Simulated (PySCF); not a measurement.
Compound: C₆H₅Cl₃O.
Atom-mapped SMILES: `[O:1]=[C:2]1[CH:3]=[CH:4][CH2:5][C@@H:6]1[C:7]([Cl:8])([Cl:9])[Cl:10]`

NICS is the negative of the GIAO shielding at a point without a nucleus: at the ring centre (0) and 1 Å above and below it (1); zz is the component along the ring normal. Level: GIAO PBE0/pcSseg-1 (PySCF, non-relativistic, gas phase) on the GFN2-xTB geometry, one conformer.

Ring bond lengths (Å), with Mayer bond orders in brackets: C2–C3 1.462 (1.04), C3–C4 1.332 (1.75), C4–C5 1.491 (1.04), C5–C6 1.535 (0.97), C6–C2 1.551 (0.91).

**Question.** What do the NICS probes read (ppm)?

**Answer.** 
```csv
ring,type,NICS(0),"NICS(1), two faces","NICS(1)zz, two faces",rms pucker (Å),"centre to ring atoms, mean (Å)"
C2–C3–C4–C5–C6,"5-membered carbocycle; formal bonds 1 double, 4 single",0.8,-3.5 / -3.5,-5.9 / -5.4,0.01,1.25
```

**Question.** What do they say, and how far can they be read as aromaticity?

**Answer.** 
- C2–C3–C4–C5–C6: mean NICS(1)zz -5.6 ppm, shielded. C5, C6 have four or more neighbours, and the NICS criterion for π rings isn't applied.

**Question.** At the second NICS(1) probe listed for ring C2–C3–C4–C5–C6, 1 Å off the ring, what do the in-plane components average?

**Answer.** The isotropic value is a third of the trace: (3 × -3.5 − (-5.4))/2 = -2.5 ppm.

**Question.** Give the inner angles of the rings and the Hirshfeld charges of the ring atoms.

**Answer.** 
- C2–C3–C4–C5–C6: C2 106.4° (+0.138 e), C3 111.1° (-0.062 e), C4 113.2° (0.000 e), C5 104.5° (-0.079 e), C6 104.8° (-0.059 e); sum 540.0° against 540° for a flat convex ring.

**Question.** How shielded are the nuclei of the rings and their hydrogens (means over atoms taken as equivalent)?

**Answer.** 
```tsv
atoms	environment	σ isotropic (ppm)
C2	ketone carbonyl carbon	-15.3
C3	alkene CH carbon	44.8
C4	alkene CH carbon	13.5
C5	allylic carbon	146.5
C6	sp3 carbon next to a carbonyl	123.6
H on C3	vinylic hydrogen	25.34
H on C4	vinylic hydrogen	23.72
H on C5	methylene hydrogen	28.64
H on C5	methylene hydrogen	28.65
H on C6	methine hydrogen	28.79
```

Shape of the structure used: `[O:1]=[C:2]1[CH:3]=[CH:4][CH2:5][C@@H:6]1[C:7]([Cl:8])([Cl:9])[Cl:10]`: C5–C6–C7–Cl8 59°.
